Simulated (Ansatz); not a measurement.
Start from `[Br][SnH3]` and change one atom or group to get `[F][SnH2][Br]`.

Ansatz, PBE0-D4/def2-TZVP geometries, multiplicity 1. 

Elements past krypton have def2 core potentials. Outer-core shells of Br, Sn are correlated without core-valence functions. Scalar relativity is left out up to krypton. Spin–orbit coupling is left out.

```
                                                                                  property  `[Br][SnH3]`
                                                     LUMO energy (ωB97M-V/def2-TZVPP) / eV          0.60
                                                     HOMO energy (ωB97M-V/def2-TZVPP) / eV        -10.36
                                                        LUMO energy (PBE0/def2-TZVPP) / eV         -1.08
                                                        HOMO energy (PBE0/def2-TZVPP) / eV         -8.16
ideal-gas entropy at 298 K and 1 bar (rigid rotor, harmonic PBE0-D4/def2-TZVP) / J/(mol·K)           288
                                      vertical ionisation energy (CCSD(T)/def2-TZVPP) / eV         10.49
```

Q: Give the same properties after the change, and the shifts. (Best estimate.)

A: The calculation gave: 
```csv
property,`[F][SnH2][Br]`,shift
LUMO energy (ωB97M-V/def2-TZVPP) / eV,0.51,-0.09
HOMO energy (ωB97M-V/def2-TZVPP) / eV,-10.82,-0.46
LUMO energy (PBE0/def2-TZVPP) / eV,-1.38,-0.30
HOMO energy (PBE0/def2-TZVPP) / eV,-8.61,-0.45
"ideal-gas entropy at 298 K and 1 bar (rigid rotor, harmonic PBE0-D4/def2-TZVP) / J/(mol·K)",321,33
vertical ionisation energy (CCSD(T)/def2-TZVPP) / eV,10.98,0.49
```

With PBE0 the HOMO falls by 0.45 eV and the LUMO falls by 0.30 eV, so the gap widens by about 0.15 eV. PBE moves the HOMO by -0.42 eV and ωB97M-V by -0.46 eV.
